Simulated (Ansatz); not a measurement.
Ansatz (an electronic-structure program) input (PBE0/6-31G*):

Ansatz 0.2 input:
```yaml
crystal:
  periodic: [false, false, false]
  atoms:
    - {symbol: C, position_ang: [1.76498718, -0.01523635, -0.70131323]}
    - {symbol: Si, position_ang: [0.15870018, 0.00402150, -0.01508155]}
    - {symbol: C, position_ang: [-0.80482382, -1.61625351, -0.28930116]}
    - {symbol: C, position_ang: [-0.91528823, 1.45054746, -0.63393333]}
    - {symbol: F, position_ang: [-0.09530044, 0.18088228, 1.64017549]}
    - {symbol: H, position_ang: [2.39382975, -0.90187514, -0.63721467]}
    - {symbol: H, position_ang: [2.32871347, 0.90593493, -0.84036757]}
    - {symbol: H, position_ang: [-1.07356394, -1.73847893, -1.34156311]}
    - {symbol: H, position_ang: [-0.18413358, -2.47237458, -0.00654312]}
    - {symbol: H, position_ang: [-1.71981335, -1.65511855, 0.31064982]}
    - {symbol: H, position_ang: [-0.35927096, 2.38992890, -0.55294513]}
    - {symbol: H, position_ang: [-1.18362319, 1.31707364, -1.68493124]}
    - {symbol: H, position_ang: [-1.83548761, 1.55632266, -0.05023632]}
basis:
  gaussian:
    orbitals: 6-31G*
hamiltonian:
  xc: {name: PBE0}
total_charge: -1
```

Output:

```
Functional definition: PBE0
integrals: 0.05 GiB planned
972 factors; integrals over basis functions are off by at most 1.1e-3 eV
0.16 GiB of the device are held for the grids
0.66 GiB of device memory are held for the factors and their scratch space
mean field: 0.19 GiB planned
mean field evaluation 1: about -13819.5311 eV, gradient 5.5e1 eV
mean field evaluation 2: about -13814.4065 eV, gradient 6.6e1 eV
mean field evaluation 4: about -13826.7754 eV, gradient 2.6e0 eV
mean field evaluation 8: about -13827.0605 eV, gradient 2.1e-1 eV
mean field evaluation 16: about -13827.0606 eV, gradient 2.2e-5 eV
mean field -13827.06059164 eV, -508.1351044246 hartree, gradient 2.2e-5 eV, S^2 0.000000; 0 other end points of the search recorded, 0 dependent functions left out
reference -13827.06061571 eV, -508.1351053089 hartree; 25, 25 occupied and 70, 70 virtual orbitals, 972 factors
Total energy: -13827.06061571 eV, -508.1351053089 hartree
```

It need not be the lowest isomer of its formula. Whether it binds its extra electron was not tested at this geometry.
